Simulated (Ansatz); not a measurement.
Reaction (redistribution): `[NH2][W](=[O])(=[O])[Cl]` + `[OH][InH][F]` → `[NH2][W](=[O])(=[O])[F]` + `[OH][InH][Cl]`

Program: Ansatz. Geometries: PBE0-D4/def2-TZVP. ΔE: electronic, gas phase. CBS: MP2 limit from def2 TZ/QZ plus the TZ coupled-cluster correction, frozen cores. Functionals use def2-TZVPP. Elements past krypton have def2 core potentials. For In, W outer-core shells are correlated without core-valence functions, which leaves a few kJ/mol of doubt a bond. One conformer a species, not always the lowest.

`[NH2][W](=[O])(=[O])[Cl]`:

```xyz
7

N    -0.574   -0.680   -0.821
W     0.316    0.449    0.464
O     1.286    1.554   -0.395
O    -0.879    1.275    1.350
Cl    1.613   -0.776    1.878
H    -1.528   -0.994   -0.717
H    -0.234   -0.828   -1.760
```

`[OH][InH][F]`:

Cartesian coordinates in Å:
```
O -0.871 1.156 -0.012
In 0.265 -0.449 -0.019
F -0.833 -1.895 -0.712
H -0.427 1.942 0.315
H 1.867 -0.754 0.428
```

`[NH2][W](=[O])(=[O])[F]`:

Z-matrix (Å, degrees):
```
W
O 1 1.703
O 1 1.703 2 110.3
N 1 1.929 2 107.7 3 117.3
F 1 1.865 2 109.9 3 -121.4
H 4 1.009 1 123.3 2 22.2
H 4 1.009 1 123.3 2 -141.2
```

`[OH][InH][Cl]`:

Z-matrix (Å, degrees):
```
In
O 1 1.968
Cl 1 2.333 2 109.8
H 1 1.688 2 126.8 3 -180.0
H 2 0.961 1 111.6 3 0.0
```

```
         level  ΔE (eV)
       PBE0-D4    -0.65
MP2/def2-TZVPP    -0.48
```

What does CCSD(T)/CBS give? (Best estimate.)

Ansatz gave: -0.56 eV. The listed levels differ from it by -0.09, 0.08 eV.

Largest T1 diagnostic among the species: 0.022, so the coupled-cluster value is less sure than usual.

From PBE to PBE0 (25 % exact exchange), in def2-TZVPP and without D4, ΔE moves by −0.04 eV. In def2-TZVPP, CCSD(T) changes the Hartree–Fock value by +0.21 eV (the triples alone add +0.05 eV) and MP2 by +0.33 eV.
